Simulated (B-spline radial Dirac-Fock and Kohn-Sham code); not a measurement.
## Ag³³⁺: eigenvalues, ΔSCF and the reference

System: Ag³³⁺, [Ne] 3s2 3p2.

The density-functional columns are spherical, spin-unpolarised Dirac-Kohn-Sham results without Breit or QED terms: −ε is minus the orbital energy of the initial state and ΔSCF the difference of two total energies. The reference in the last column comes from Dirac-Fock ΔSCF + Breit + QED. All numbers are from a radial atomic solver, in eV; a selection of levels is shown. The Kohn-Sham columns are given as differences from the reference. For the 1s level of heavy atoms much of the gap between ΔSCF and the reference is the Breit and QED part, -78.7 eV here; for other levels the error of the functional can be larger.

```
level  LDA −ε − DF  LDA ΔSCF − DF  Dirac-Fock
   1s       -277.0          +71.9     27406.3
   2s       -121.5          -37.0      5607.5
2p1/2        -90.6           +9.5      5337.4
2p3/2        -92.5           +3.7      5159.1
   3s        -31.4           +3.6      2159.5
   3p        -33.2           +3.2      2047.5
```

Values without a named source are computed, but for edge energies of neutral atoms, which are taken from tables.
